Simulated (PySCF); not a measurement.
## One change to the structure, seen by NMR

Starting compound: `C#CCC(C)(C)[SiH3]`, C6H12Si.

1H NMR (400 MHz, computed): δ 3.86 (s, 3H), 2.24 (d, 2H), 1.56 (t, 1H), 1.18 (s, 6H). 13C{1H} NMR (computed): δ 88.3 (C), 78.7 (CH), 34.1 (CH2), 28.4 (CH3), 23.6 (C).

[PySCF: GFN2-xTB structure; GIAO PBE0/pcSseg-1 shieldings; isolated molecule; relativity neglected; one averaged value for each set of equivalent atoms; single conformer]

Scale: TMS for 1H (σ = 31.72 ppm) and 13C (σ = 186.93 ppm) (reference shieldings calculated alike). Where no couplings were computed, multiplicities follow the n + 1 count of equivalent neighbours, and m marks all less simple cases (inequivalent or close neighbours, rings, F or P nearby). Shifts are as computed. Against solution values, carbons near 30 ppm lie about +3 ppm off and those near 130 ppm about +5 ppm. Of 1211 compounds with measured shifts, 218 miss one by over three times the rms of a fit or turn the order of signals round; such compounds aren't used in these exercises.

Task: What are the spectra after this edit: C replaced by Si, giving `C#C[SiH2]C(C)(C)[SiH3]`?

Result: 1H NMR (400 MHz, computed): δ 4.40 (d, 2H), 3.80 (s, 3H), 1.93 (t, 1H), 1.34 (s, 6H). 13C{1H} NMR (computed): δ 105.4 (CH), 85.1 (C), 24.0 (CH3), 7.7 (C).

Task: What are the spectra after this edit: CH2 replaced by C=O, giving `C#CC(=O)C(C)(C)[SiH3]`?

Result: 1H NMR (400 MHz, computed): δ 3.90 (s, 3H), 2.86 (s, 1H), 1.55 (s, 6H). 13C{1H} NMR (computed): δ 196.3 (C), 90.2 (CH), 83.9 (C), 45.1 (C), 23.3 (CH3).
